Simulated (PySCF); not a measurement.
A structure optimised at B3LYP-D3(BJ)/def2-SVP, used in a PySCF frequency run:

```
Sb
F 1 1.9335
F 1 1.9335 2 94.62
Br 1 2.5293 2 97.59 3 98.31
```

### Question
Write its SMILES, formula and point group.

### Answer
[F][Sb]([F])[Br], BrF2Sb, Cs

### Question
What are its rotational constants (standard atomic weights)?

### Answer
4.1728, 1.2264, 1.1371 GHz
